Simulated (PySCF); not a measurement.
Species: CH₈BrGe₂P.
Numbering: `[PH2:1][GeH2:2][C@@H:3]([GeH3:4])[Br:5]` (hydrogens: H6, H7 on P1; H8, H9 on Ge2; H10 on C3; H11, H12, H13 on Ge4)

Computed, not measured: PBE0-D3(BJ)/def2-SVP geometry optimisation, gas phase in PySCF.

Q: Give the optimised bond lengths and angles.

A: 
```
                     bond  length (pm)
                   P1–Ge2        233.2
                   Ge2–C3        196.8
                   C3–Ge4        196.7
                   C3–Br5        195.5
             P1–H6, P1–H7        143.0
                   Ge2–H8        154.0
                   Ge2–H9        153.9
                   C3–H10        110.0
Ge4–H11, Ge4–H12, Ge4–H13        153.9
```

Bonds in one row agree within 1 pm and their mean is given. A selection of angles:
```
      angle  degrees
  Ge2–P1–H6     94.0
   H6–P1–H7     93.4
  P1–Ge2–C3    106.4
  P1–Ge2–H8    108.6
  P1–Ge2–H9    113.6
  C3–Ge2–H8    108.8
  C3–Ge2–H9    108.8
  H8–Ge2–H9    110.4
 Ge2–C3–Ge4    114.8
 Ge2–C3–Br5    109.0
 Ge2–C3–H10    108.3
 Ge4–C3–Br5    109.4
 Ge4–C3–H10    109.0
 Br5–C3–H10    105.9
 C3–Ge4–H11    108.4
 C3–Ge4–H12    109.4
H11–Ge4–H12    110.0
H12–Ge4–H13    110.6
```

Torsions: P1–Ge2–C3–Ge4 59° (synclinal).

P1 (three-coordinate phosphorus) is pyramidal (angles 94.0°, 93.6° and 93.4°, sum 281.1°, 0.87 Å off the plane of its three neighbours). Ge4 (germanium bonded to C and 3 H) is tetrahedral (angles from 108.4° to 110.6°). Ge2 (germanium bonded to C, P and 2 H) is distorted tetrahedral (angles from 106.4° to 113.6°).

Point group: C1 (no symmetry element, even within 0.4 Å). Stationary, but not proved a minimum. The numbers are those of one conformer (H–P1–Ge2–C3 -86° and 180°, P1–Ge2–C3–Ge4 59°).
